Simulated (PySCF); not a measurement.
**Two-component Hartree-Fock for Mg (magnesium, neutral)**

Start: [Ne] 3s1 3p1; 3s1/2 filled at m_j = +1/2; 3p3/2 filled at m_j = +3/2. Calculated with PySCF 2.14 in x2c-SVPall-2c with one added diffuse shell each of s, p type (5s5p1d, 25 functions): generalised Hartree-Fock with the X2C-1e Hamiltonian and a Gaussian nucleus; one run each with spin-orbit coupling (SO) switched off, then screened by Boettger's factors. This is a chosen level, not necessarily the ground level.

```csv
spinor shell,electrons,"ε, spin-free (eV)","ε, screened SO (eV)",weight of nominal j (screened SO),"rms radius, screened SO (bohr)"
1s1/2,2,-1336.7,-1336.7,1.000,0.151
2s1/2,2,-104.01,-104.01,1.000,0.756
2p1/2,2,-63.409,-63.610,0.902,0.771
3s1/2,1,-9.190,-9.191,0.999,3.38
3p3/2,1,-4.915,-4.912,1.000,4.43
```

Where does 2p3/2 lie, and what is the 2p spin-orbit splitting (screened SO)?

At -63.314 eV, 0.296 eV above 2p1/2.

```csv
quantity,spin-free,screened SO
E (hartree),-199.77269,-199.77262
M_J,2,2
⟨J²⟩,6.008,6.008
⟨L²⟩,2.008,2.008
⟨S²⟩,2.000,2.000
```

Each row is a mean over spinors that exchange with the open shell spreads, by up to 0.496 eV (2p3/2).

Without spin-orbit coupling the j labels of p, d and f shells carry no meaning; the spin-free column gives the mean over the occupied spinors of each nl shell.
